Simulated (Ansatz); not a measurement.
A CCSD(T) single point on CH₇AsOSi (`C[SiH2][AsH]O`).

```yaml
crystal:
  periodic: [false, false, false]
  atoms:
    - {symbol: C, position_ang: [-0.476964, 1.431761, -0.205415]}
    - {symbol: Si, position_ang: [-0.070484, 0.147290, 1.088496]}
    - {symbol: As, position_ang: [0.981898, -1.745937, 0.115923]}
    - {symbol: O, position_ang: [-0.116922, -1.756063, -1.333730]}
    - {symbol: H, position_ang: [0.437440, 1.857310, -0.623840]}
    - {symbol: H, position_ang: [-1.075495, 2.240960, 0.219771]}
    - {symbol: H, position_ang: [-1.040232, 0.967061, -1.017334]}
    - {symbol: H, position_ang: [-1.302824, -0.332544, 1.771641]}
    - {symbol: H, position_ang: [0.861900, 0.671055, 2.127181]}
    - {symbol: H, position_ang: [2.079040, -0.870543, -0.500948]}
    - {symbol: H, position_ang: [-0.212059, -2.667452, -1.621043]}
basis:
  gaussian: {orbitals: def2-TZVPP}
correlation: {method: ccsd_t}
```

```sh
$ ansatz run in.yaml --threads 4 --pin off --events-out ev --progress --plain --max-ram 10444MiB
```

Log, shortened:

```
Functional definition: HF
  name "HF"
  cite "Fock, Z. Phys. 61, 126 (1930) doi:10.1007/BF01340294"
  parent pbe
  exchange = exact_x
  correlation = 0
1480 factors; integrals over basis functions are off by at most 1.0e-3 eV
mean field evaluation 1: about -71834.1296 eV, gradient 4.2e1 eV
mean field evaluation 2: about -71834.3669 eV, gradient 4.2e1 eV
mean field evaluation 4: about -71838.3801 eV, gradient 4.6e0 eV
mean field evaluation 8: about -71838.4628 eV, gradient 2.7e-1 eV
mean field -71838.46331161 eV, -2640.0148328424 hartree, gradient 1.7e-6 eV, S^2 0.000000; 0 other end points of the search recorded, 0 dependent functions left out
16 core orbitals not correlated: weight in the atoms' cores, before any rotation towards them, 1.000 or more for the frozen orbitals, at most 0.000 for the correlated occupied ones
reference -71838.46331161 eV, -2640.0148328424 hartree; 18, 18 occupied and 216, 216 virtual orbitals, 1480 factors
second order -22.32970988 eV of doubles, -0.00000000 eV of singles
cycle   1  -22.68690672 eV  change   -3.6e-1 eV  update   1.1e-1
cycle   2  -23.31058719 eV  change   -6.2e-1 eV  update   3.3e-2
cycle   3  -23.42986755 eV  change   -1.2e-1 eV  update   1.7e-2
cycle   4  -23.41753700 eV  change    1.2e-2 eV  update   4.4e-3
cycle   5  -23.41666389 eV  change    8.7e-4 eV  update   2.0e-3
cycle   6  -23.41689817 eV  change   -2.3e-4 eV  update   5.8e-4
cycle   7  -23.41653378 eV  change    3.6e-4 eV  update   2.4e-4
cycle   8  -23.41654484 eV  change   -1.1e-5 eV  update   8.4e-5
cycle   9  -23.41658292 eV  change   -3.8e-5 eV  update   3.2e-5
perturbative correction -0.87834916 eV, -0.0322787361 hartree
Total energy: -71862.75824368 eV, -2640.9076551283 hartree
```

Run time 3.1 min (4 threads of an Arm Neoverse V1 on a shared host); peak host memory 5.3 GiB.

The correlation energy is -24.295 eV, 3.6 % of it from (T); the T1 diagnostic reads 0.0118.
